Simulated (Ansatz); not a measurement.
Species: C3H3F4, charge 0, multiplicity 2. It need not be the lowest isomer of its formula. 
Geometry from a B3LYP-D3(BJ)/def2-TZVP (Ansatz, a first-principles code) optimisation:
```
C
H 1 1.0899
H 1 1.0977 2 108.38
C 1 1.4922 2 109.17 3 119.33
F 4 1.3336 1 115.00 2 -48.44
F 4 1.3397 5 109.94 1 131.71
C 1 1.5149 2 108.70 3 -117.59
F 7 1.3647 1 110.22 2 -53.65
F 7 1.3665 8 107.41 1 -118.52
H 7 1.0913 8 107.96 9 -116.32
```
Charge 0, spin multiplicity 2.

Atomisation energy built up term by term with Ansatz (kcal/mol; UHF references for open shells; valence terms freeze the core; atomic spin-orbit terms are left out). CBS(X,Y): correlation extrapolated as X^-3; Hartree-Fock from the larger set.

```
term                                          basis  kcal/mol
-----------------------  --------------------------  --------
Hartree-Fock                                cc-pVQZ       [?]
CCSD correlation               CBS(cc-pVTZ,cc-pVQZ)       [?]
(T)                            CBS(cc-pVTZ,cc-pVQZ)     20.90
core correlation                          cc-pwCVTZ      3.40
scalar relativity (X2C)  cc-pVTZ-DK against cc-pVTZ     -1.20
sum: De                                                   [?]
```

Task: What belongs in the gaps?

Result: 
- Hartree-Fock, kcal/mol: 666.97
- CCSD correlation, kcal/mol: 257.77
- sum: De, kcal/mol: 947.8
